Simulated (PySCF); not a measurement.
Gas-phase reaction: 3 GeF2 + 4 HF + Ge2H6 → 5 GeH2F2

Method: PySCF energies plus ideal-gas RRHO corrections (1 bar). † marks an energy on the PBE0/def2-TZVP geometry and frequencies; other levels use their own. CCSD(T) freezes the core. 6-31G* has spherical d functions here. All species are closed-shell singlets. B3LYP is the form with VWN-RPA correlation. Ge: all electrons, no relativistic terms. GeH2F2: computed as isolated molecules; such fragments, hydroxides, amides, oligomers or adducts are transient or little studied in the gas. CCSD(T) isn't extrapolated to the basis-set limit.

```json
[
 {"level": "B3LYP/def2-TZVP†", "ΔH°(298 K), kJ": "-275"},
 {"level": "CCSD(T)/def2-TZVPP†", "ΔH°(298 K), kJ": "-344"},
 {"level": "HF/6-31G*", "ΔH°(298 K), kJ": "-477"},
 {"level": "PBE0/def2-SVP†", "ΔH°(298 K), kJ": "(withheld)"},
 {"level": "r2SCAN/def2-TZVP†", "ΔH°(298 K), kJ": "(withheld)"}
]
```

Problem. Complete the blanks.

Solution. 
- PBE0/def2-SVP†, ΔH°(298 K), kJ: -375
- r2SCAN/def2-TZVP†, ΔH°(298 K), kJ: -366
